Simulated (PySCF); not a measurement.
**Mo: excitation energy**

Mo [Kr] 4d5 5s1 (7S) → Mo [Kr] 4d4 5s2 (5D), as a difference of total energies. Calculation: PySCF 2.14, in aug-cc-pVDZ-PP with ECP28MDF; scalar relativity through the core potential. Correlated levels: valence: 4s2 4p6 frozen. The calculations carry no spin-orbit coupling.

```json
{"method": "UHF", "excitation energy (eV)": "2.255"}
{"method": "MP2 (valence)", "excitation energy (eV)": "1.870"}
{"method": "SCS-MP2 (valence)", "excitation energy (eV)": "1.191"}
{"method": "CCSD (valence)", "excitation energy (eV)": "1.714"}
{"method": "CCSD(T) (valence)", "excitation energy (eV)": "1.632"}
```

How much does correlation contribute at CCSD(T) (valence)?

1.632 − (2.255) = -0.623 eV, measured against UHF.
